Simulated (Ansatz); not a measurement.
Born–Oppenheimer molecular dynamics of a periodic cell of 33 atoms, Al₃₂P (host Al, host structure fcc, interstitial P). It goes on from the last frame of an earlier run, with new velocities.

Method: Ansatz, DFT PBE, scalar-relativistic, plane waves, PAW. Settings: accuracy low, PAW set soft_1, cutoff 420 eV, k mesh 2x2x2, fermi-dirac smearing 0.1 eV, no spin polarisation.

```
ensemble        : NVT, Langevin thermostat
time step       : 2 fs
steps asked     : 260
set temperature : 1680 K
friction        : 0.005 /fs
seed            : 497111
```

Frames 2 fs apart, positions in Å, forces in eV/Å.

Velocities at 320 fs (Å/ps):

```
Al -11.19 2.68 4.06
Al -7.12 8.59 8.03
Al 12.18 -9.34 1.85
Al 10.76 -3.20 -12.29
Al -8.54 0.80 8.27
Al 10.19 -10.43 -8.87
Al -5.04 -0.55 2.79
Al 8.61 12.48 15.64
Al 7.62 7.43 0.64
Al 2.99 3.96 2.19
Al -8.56 2.85 -5.72
Al 6.42 3.62 -0.49
Al -4.48 0.23 -7.27
Al -1.14 1.76 -1.20
Al -3.84 -3.45 -12.25
Al 0.56 -3.02 -2.53
Al -6.89 -3.80 -4.64
Al 7.21 9.30 -4.68
Al -0.12 -4.52 -1.44
Al 3.52 -7.04 -2.61
Al -6.67 -0.29 5.08
Al 4.56 1.92 -8.30
Al -4.59 -7.13 7.85
Al 2.02 -1.90 10.46
Al 5.23 -0.48 3.42
Al -2.23 -3.55 4.51
Al -5.43 -3.47 12.87
Al 0.56 -2.56 -10.42
Al -0.86 6.29 1.57
Al 5.32 -4.90 -7.23
Al -0.41 -0.98 -13.06
Al -6.06 2.52 -2.12
P 1.99 0.90 -6.78
```

```xyz
33
Lattice="8.1000 0.0000 0.0000 0.0000 8.1000 0.0000 0.0000 0.0000 8.1000" Properties=species:S:1:pos:R:3:forces:R:3 time_fs=320 energy_less_start_eV=1.451 T=1296
Al 3.539 0.089 -0.392 0.97 0.81 -0.04
Al 5.925 2.535 -0.432 1.37 -1.27 -0.45
Al 6.289 0.345 1.575 -1.27 -0.31 0.14
Al 0.032 0.574 -0.159 -0.23 -1.08 -1.29
Al 1.695 2.420 -0.582 0.93 0.31 0.00
Al 4.024 4.143 -0.723 -1.61 0.54 -0.95
Al 6.008 6.531 -0.444 -0.36 2.00 1.58
Al 2.016 0.488 1.913 -0.38 0.30 -0.57
Al 4.088 2.181 1.289 -0.66 -0.89 0.38
Al 6.147 4.603 1.631 0.70 0.17 0.23
Al 3.998 0.321 3.595 -0.37 0.89 1.36
Al 5.741 2.383 3.382 0.59 -0.11 -0.04
Al 5.962 0.256 5.468 0.08 0.68 1.12
Al -0.199 4.494 -0.257 0.92 -0.64 0.48
Al 1.991 6.041 -0.025 0.66 0.30 -1.17
Al -0.306 2.314 1.670 1.24 1.37 0.46
Al 1.438 4.560 2.032 -0.21 -1.86 0.41
Al 4.125 6.789 1.784 0.09 0.54 -0.89
Al 0.088 0.322 3.801 -0.80 -0.27 -0.07
Al 1.713 2.296 4.050 1.55 0.33 -0.67
Al 3.867 4.535 3.973 0.42 -0.61 -0.02
Al 6.053 6.642 3.564 0.46 -1.01 0.45
Al 1.768 -0.231 5.874 1.65 3.17 0.06
Al 4.291 2.437 5.449 -0.88 -0.88 0.42
Al 6.120 4.783 6.123 -0.36 -1.63 -2.96
Al 0.185 6.673 1.609 -1.25 0.28 0.68
Al -0.582 4.289 3.845 0.36 1.11 -0.39
Al 1.969 6.340 3.849 -0.43 0.74 -0.83
Al -0.266 2.498 5.531 -1.24 -1.00 1.48
Al 1.462 4.535 5.646 1.67 -1.46 0.41
Al 3.885 6.395 5.746 0.70 0.13 0.25
Al 0.043 6.420 5.928 -3.04 0.00 -0.20
P 3.817 4.565 1.514 -1.27 -0.70 0.65
33
Lattice="8.1000 0.0000 0.0000 0.0000 8.1000 0.0000 0.0000 0.0000 8.1000" Properties=species:S:1:pos:R:3:forces:R:3 time_fs=322 energy_less_start_eV=1.571 T=1339
Al 3.515 0.095 -0.385 1.00 0.81 -0.08
Al 5.912 2.551 -0.418 1.72 -1.47 -0.48
Al 6.314 0.327 1.581 -1.26 -0.14 0.04
Al 0.052 0.566 -0.185 -0.42 -1.13 -1.05
Al 1.677 2.423 -0.567 1.04 0.42 -0.02
Al 4.044 4.122 -0.742 -1.93 0.85 -0.76
Al 5.996 6.532 -0.437 -0.37 2.00 1.47
Al 2.031 0.515 1.944 -0.59 0.17 -0.80
Al 4.102 2.194 1.291 -0.72 -0.98 0.46
Al 6.152 4.612 1.635 0.68 0.13 0.28
Al 3.982 0.330 3.585 -0.15 0.90 1.51
Al 5.754 2.391 3.382 0.44 -0.20 0.02
Al 5.951 0.257 5.455 0.09 0.65 1.14
Al -0.201 4.497 -0.259 0.96 -0.65 0.51
Al 1.984 6.036 -0.052 0.65 0.25 -1.00
Al -0.303 2.309 1.665 1.23 1.34 0.40
Al 1.423 4.551 2.023 -0.10 -1.86 0.38
Al 4.139 6.808 1.773 0.01 0.29 -0.92
Al 0.086 0.312 3.799 -0.77 -0.21 -0.01
Al 1.722 2.281 4.046 1.45 0.38 -0.56
Al 3.854 4.534 3.982 0.48 -0.75 -0.17
Al 6.065 6.644 3.547 0.38 -1.03 0.55
Al 1.761 -0.243 5.890 1.72 3.12 -0.14
Al 4.295 2.433 5.470 -0.85 -0.95 0.16
Al 6.131 4.782 6.129 -0.43 -1.55 -2.97
Al 0.180 6.665 1.618 -1.03 0.35 0.55
Al -0.592 4.283 3.870 0.41 1.25 -0.62
Al 1.970 6.334 3.827 -0.48 0.83 -0.70
Al -0.268 2.509 5.535 -1.16 -1.17 1.52
Al 1.474 4.523 5.633 1.55 -1.24 0.47
Al 3.883 6.395 5.720 0.75 0.23 0.41
Al 0.030 6.425 5.923 -2.95 -0.20 -0.27
P 3.821 4.565 1.501 -1.34 -0.45 0.68
33
Lattice="8.1000 0.0000 0.0000 0.0000 8.1000 0.0000 0.0000 0.0000 8.1000" Properties=species:S:1:pos:R:3:forces:R:3 time_fs=324 energy_less_start_eV=1.667 T=1310
Al 3.492 0.102 -0.379 1.04 0.81 -0.08
Al 5.900 2.565 -0.406 2.05 -1.65 -0.49
Al 6.337 0.310 1.591 -1.23 0.06 -0.08
Al 0.070 0.556 -0.212 -0.62 -1.17 -0.80
Al 1.659 2.426 -0.552 1.12 0.53 -0.03
Al 4.060 4.101 -0.761 -2.22 1.19 -0.55
Al 5.983 6.535 -0.429 -0.36 1.96 1.33
Al 2.044 0.544 1.974 -0.79 0.03 -1.05
Al 4.117 2.205 1.295 -0.77 -1.06 0.53
Al 6.159 4.622 1.640 0.62 0.08 0.32
Al 3.966 0.343 3.580 0.07 0.83 1.62
Al 5.768 2.399 3.383 0.32 -0.27 0.07
Al 5.937 0.260 5.444 0.11 0.60 1.15
Al -0.203 4.501 -0.261 1.00 -0.65 0.52
Al 1.977 6.031 -0.082 0.64 0.18 -0.81
Al -0.297 2.308 1.658 1.19 1.28 0.35
Al 1.407 4.539 2.014 0.01 -1.84 0.33
Al 4.154 6.827 1.761 -0.08 0.06 -0.90
Al 0.082 0.304 3.799 -0.72 -0.15 0.05
Al 1.734 2.267 4.042 1.33 0.44 -0.43
Al 3.839 4.533 3.990 0.55 -0.88 -0.31
Al 6.079 6.645 3.531 0.28 -1.03 0.67
Al 1.759 -0.250 5.906 1.70 3.00 -0.38
Al 4.299 2.430 5.491 -0.83 -1.04 -0.10
Al 6.143 4.781 6.132 -0.53 -1.44 -2.93
Al 0.173 6.657 1.627 -0.80 0.39 0.42
Al -0.601 4.279 3.893 0.46 1.36 -0.82
Al 1.966 6.327 3.804 -0.51 0.93 -0.56
Al -0.270 2.518 5.541 -1.07 -1.31 1.54
Al 1.488 4.507 5.618 1.40 -1.01 0.53
Al 3.881 6.395 5.696 0.78 0.30 0.53
Al 0.014 6.430 5.915 -2.76 -0.33 -0.33
P 3.820 4.562 1.488 -1.37 -0.20 0.69
33
Lattice="8.1000 0.0000 0.0000 0.0000 8.1000 0.0000 0.0000 0.0000 8.1000" Properties=species:S:1:pos:R:3:forces:R:3 time_fs=326 energy_less_start_eV=1.751 T=1293
Al 3.470 0.113 -0.374 1.08 0.80 -0.04
Al 5.892 2.575 -0.392 2.35 -1.80 -0.51
Al 6.358 0.293 1.602 -1.19 0.28 -0.21
Al 0.087 0.545 -0.241 -0.83 -1.18 -0.53
Al 1.645 2.429 -0.535 1.19 0.63 -0.05
Al 4.074 4.082 -0.780 -2.47 1.51 -0.36
Al 5.970 6.538 -0.421 -0.35 1.89 1.17
Al 2.056 0.572 2.003 -0.97 -0.12 -1.32
Al 4.128 2.215 1.298 -0.82 -1.14 0.62
Al 6.167 4.631 1.645 0.52 0.03 0.35
Al 3.951 0.356 3.578 0.29 0.74 1.71
Al 5.783 2.405 3.383 0.19 -0.33 0.11
Al 5.920 0.264 5.437 0.15 0.53 1.13
Al -0.205 4.507 -0.262 1.02 -0.67 0.53
Al 1.970 6.027 -0.113 0.64 0.12 -0.63
Al -0.291 2.308 1.651 1.13 1.19 0.29
Al 1.393 4.524 2.005 0.10 -1.79 0.29
Al 4.167 6.845 1.750 -0.17 -0.13 -0.85
Al 0.076 0.297 3.799 -0.66 -0.07 0.11
Al 1.747 2.255 4.036 1.19 0.51 -0.28
Al 3.823 4.529 3.999 0.62 -0.98 -0.43
Al 6.097 6.643 3.517 0.14 -1.01 0.80
Al 1.758 -0.252 5.924 1.62 2.83 -0.66
Al 4.301 2.425 5.509 -0.81 -1.14 -0.34
Al 6.155 4.775 6.132 -0.66 -1.33 -2.82
Al 0.164 6.649 1.635 -0.57 0.39 0.28
Al -0.610 4.278 3.916 0.52 1.45 -1.02
Al 1.959 6.321 3.782 -0.52 1.01 -0.43
Al -0.272 2.523 5.546 -0.96 -1.44 1.55
Al 1.502 4.491 5.601 1.24 -0.80 0.60
Al 3.881 6.397 5.676 0.79 0.36 0.62
Al -0.005 6.438 5.908 -2.50 -0.40 -0.39
P 3.815 4.558 1.476 -1.34 0.05 0.70
33
Lattice="8.1000 0.0000 0.0000 0.0000 8.1000 0.0000 0.0000 0.0000 8.1000" Properties=species:S:1:pos:R:3:forces:R:3 time_fs=328 energy_less_start_eV=1.836 T=1253
Al 3.450 0.127 -0.371 1.13 0.78 0.01
Al 5.888 2.582 -0.375 2.60 -1.90 -0.55
Al 6.379 0.277 1.612 -1.15 0.51 -0.32
Al 0.103 0.534 -0.269 -1.02 -1.16 -0.27
Al 1.635 2.434 -0.519 1.22 0.70 -0.06
Al 4.087 4.065 -0.799 -2.67 1.81 -0.16
Al 5.957 6.542 -0.413 -0.33 1.78 0.99
Al 2.067 0.599 2.029 -1.14 -0.28 -1.59
Al 4.137 2.222 1.300 -0.86 -1.20 0.70
Al 6.175 4.640 1.650 0.42 -0.03 0.36
Al 3.938 0.368 3.581 0.50 0.64 1.78
Al 5.800 2.411 3.383 0.07 -0.39 0.15
Al 5.901 0.269 5.432 0.20 0.46 1.11
Al -0.204 4.513 -0.265 1.02 -0.68 0.54
Al 1.964 6.022 -0.145 0.65 0.08 -0.44
Al -0.281 2.311 1.644 1.06 1.07 0.25
Al 1.379 4.507 1.996 0.18 -1.71 0.26
Al 4.180 6.864 1.738 -0.26 -0.30 -0.78
Al 0.071 0.290 3.800 -0.60 0.00 0.17
Al 1.760 2.244 4.027 1.04 0.59 -0.12
Al 3.808 4.523 4.007 0.68 -1.04 -0.55
Al 6.116 6.639 3.505 0.00 -0.99 0.92
Al 1.760 -0.250 5.942 1.50 2.61 -0.96
Al 4.302 2.420 5.525 -0.78 -1.23 -0.55
Al 6.166 4.770 6.129 -0.79 -1.22 -2.66
Al 0.153 6.639 1.644 -0.33 0.38 0.14
Al -0.617 4.278 3.939 0.59 1.52 -1.21
Al 1.945 6.315 3.762 -0.49 1.06 -0.31
Al -0.274 2.526 5.550 -0.84 -1.54 1.56
Al 1.518 4.473 5.584 1.07 -0.59 0.68
Al 3.882 6.399 5.657 0.79 0.41 0.68
Al -0.028 6.445 5.904 -2.16 -0.42 -0.45
P 3.809 4.553 1.464 -1.30 0.28 0.70
33
Lattice="8.1000 0.0000 0.0000 0.0000 8.1000 0.0000 0.0000 0.0000 8.1000" Properties=species:S:1:pos:R:3:forces:R:3 time_fs=330 energy_less_start_eV=1.906 T=1309
Al 3.430 0.144 -0.368 1.19 0.75 0.09
Al 5.890 2.586 -0.359 2.73 -1.95 -0.56
Al 6.396 0.261 1.623 -1.09 0.78 -0.44
Al 0.117 0.525 -0.295 -1.18 -1.13 -0.04
Al 1.630 2.440 -0.502 1.23 0.73 -0.08
Al 4.099 4.051 -0.820 -2.82 2.08 0.08
Al 5.943 6.549 -0.404 -0.30 1.64 0.80
Al 2.080 0.625 2.051 -1.31 -0.45 -1.85
Al 4.144 2.225 1.306 -0.86 -1.20 0.74
Al 6.182 4.648 1.655 0.31 -0.10 0.35
Al 3.925 0.380 3.585 0.68 0.54 1.84
Al 5.816 2.416 3.381 -0.04 -0.44 0.18
Al 5.883 0.276 5.427 0.27 0.37 1.09
Al -0.203 4.516 -0.270 1.00 -0.68 0.55
Al 1.956 6.016 -0.178 0.67 0.04 -0.27
Al -0.268 2.314 1.637 0.96 0.92 0.23
Al 1.364 4.488 1.986 0.29 -1.60 0.23
Al 4.194 6.886 1.726 -0.36 -0.46 -0.71
Al 0.066 0.282 3.803 -0.52 0.09 0.20
Al 1.774 2.235 4.019 0.89 0.68 0.06
Al 3.794 4.518 4.015 0.74 -1.11 -0.67
Al 6.134 6.634 3.494 -0.14 -0.97 1.06
Al 1.765 -0.245 5.958 1.28 2.34 -1.27
Al 4.302 2.413 5.543 -0.76 -1.33 -0.78
Al 6.176 4.764 6.123 -0.93 -1.10 -2.47
Al 0.141 6.626 1.652 -0.10 0.36 0.00
Al -0.624 4.277 3.959 0.67 1.57 -1.38
Al 1.931 6.311 3.744 -0.44 1.07 -0.20
Al -0.275 2.526 5.557 -0.74 -1.62 1.55
Al 1.535 4.452 5.568 0.90 -0.39 0.74
Al 3.885 6.403 5.636 0.77 0.46 0.74
Al -0.056 6.452 5.902 -1.74 -0.35 -0.51
P 3.800 4.549 1.453 -1.25 0.46 0.68
```

Of the whole run (520 fs, mean temperature of the second half 1448 K): The mean temperature of the second half is 14 % below the set value. A run of 0.52 ps of so small a system gives no equilibrium averages. Limits of this set-up: coarse k mesh, odd electron count without spin, a small cell, in which the defect meets its images, low accuracy level.

Time of the run: 37 min on 2 threads of Arm Neoverse V1 (shared host), peak memory 1.2 GiB.
